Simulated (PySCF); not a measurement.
CHAlFNO2. Atoms are numbered in the order given.

```xyz
7

Al    -0.0213     0.9290     0.0000
F     -1.5101     1.6731     0.0000
N      0.0473    -0.8413     0.0000
C      0.0324    -2.0543     0.0000
O      0.0291    -3.2354     0.0000
O      1.3563     1.9240     0.0000
H      2.2596     1.5722     0.0000
```
Charge 0, spin multiplicity 1.

Geometry: PBE-D3(BJ)/def2-SVP. The structure was generated by enumeration; whether it is a known compound was not checked. One conformer was computed; it need not be the lowest.

The numbers are results of PBE-D3(BJ)/def2-SVP run with PySCF, not measurements.

Frequencies are harmonic and unscaled.

```tsv
mode	ν (cm⁻¹)	IR (km/mol)	moving atoms (share of kinetic energy)
1	61	1.5	O 46 %, N 29 %, F 19 %
2	88	2.2	N 57 %, O 32 %
3	215	16.5	O 42 %, F 18 %, N 13 %, H 13 %, Al 8 %
4	239	33.7	F 37 %, N 34 %, Al 12 %, O 11 %
5	277	71.0	Al 65 %, N 12 %, F 10 %, O 10 %
6	327	117.6	H 89 %, O 10 %
7	507	5.6	O 46 %, Al 16 %, H 11 %, C 10 %, F 10 %
8	581	236.8	H 62 %, O 14 %, C 9 %
9	595	27.2	C 65 %, O 14 %, N 14 %
10	603	24.6	C 72 %, O 14 %, N 14 %
11	822	162.0	Al 42 %, F 28 %, O 27 %
12	955	119.0	Al 51 %, O 23 %, F 21 %
13	1468	37.6	N 57 %, O 40 %
14	2389	1132.3	C 70 %, N 18 %, O 12 %
15	3823	93.5	H 94 %
```
